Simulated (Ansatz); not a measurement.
A run for Ansatz (a quantum-chemistry and plane-wave program): R-revPBE/def2-TZVPP on MoO2S (SMILES [O]=[Mo](=[O])=[S]). Elements past Kr take the def2 small-core potentials; no spin–orbit coupling.

Ansatz 0.2 input:
```yaml
crystal:
  periodic: [false, false, false]
  atoms:
    - {symbol: O, position_ang: [-0.61407227, 1.54433784, 0.04411656]}
    - {symbol: Mo, position_ang: [0.02124643, 0.05360820, -0.46448378]}
    - {symbol: O, position_ang: [-1.15549786, -1.15898753, -0.29284024]}
    - {symbol: S, position_ang: [1.74832370, -0.43895851, 0.71320746]}
basis:
  gaussian:
    orbitals: def2-TZVPP
hamiltonian:
  xc: {name: revPBE}
scf: {lower_state_search: off}
```

Output:

```
WARN ansatz: RAYON_NUM_THREADS=4 ignored (pool sized by the plan → 4); use --threads N
Functional definition: revPBE
these checks for a lower state are left out or cut short: stability, starts, cluster_reference, orbital_swaps, neighbouring_geometries, increment
integrals: 0.07 GiB planned
885 factors; their error is unknown
mean field: 0.55 GiB planned
mean field evaluation 1: about -16771.2267 eV, gradient 1.0e2 eV
mean field evaluation 2: about -16387.7319 eV, gradient 3.6e2 eV
mean field evaluation 4: about -16787.1432 eV, gradient 2.8e1 eV
mean field evaluation 8: about -16788.9307 eV, gradient 1.3e0 eV
mean field evaluation 16: about -16788.9256 eV, gradient 2.0e-3 eV
mean field -16788.92561920 eV, -616.9816365631 hartree, gradient 6.2e-6 eV, S^2 0.000000; 0 other end points of the search recorded, 0 dependent functions left out
reference -16788.92569371 eV, -616.9816393014 hartree; 23, 23 occupied and 137, 137 virtual orbitals, 885 factors
Total energy: -16788.92569371 eV, -616.9816393014 hartree
Checks for a lower state left out: stability, starts, cluster_reference, orbital_swaps, neighbouring_geometries, increment
```

The calculation finished and met its thresholds.

Cost: roughly 1.9 core-seconds.
